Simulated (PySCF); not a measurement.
# Carbon: a sound run and one with changed settings

Sound run: C⁺ [He] 2s2 2p1, C²⁺ [He] 2s2. Computed with PySCF 2.14 in def2-SVP (3s2p1d, 14 functions), with the non-relativistic Hamiltonian (point nucleus). In the sound run the correlated levels freeze 1s2. The sound run starts from symmetry-adapted Hartree-Fock orbitals and uses a fine grid where one is needed.

Changed run: a valence shell is frozen. This setting is unsound on purpose.

Ionisation energy of C⁺:

```
 method  sound run (eV)  changed run (eV)
    UHF          24.309            24.309
    MP2          24.355            24.309
SCS-MP2          24.309            24.309
   CCSD          24.133            24.309
CCSD(T)          24.153            24.309
  CCSDT             n/a            24.309
    FCI             n/a            24.309
```

Freezing a valence shell removes pair correlation that changes on ionisation.

For comparison, NIST gives 24.383 eV between the lowest levels.
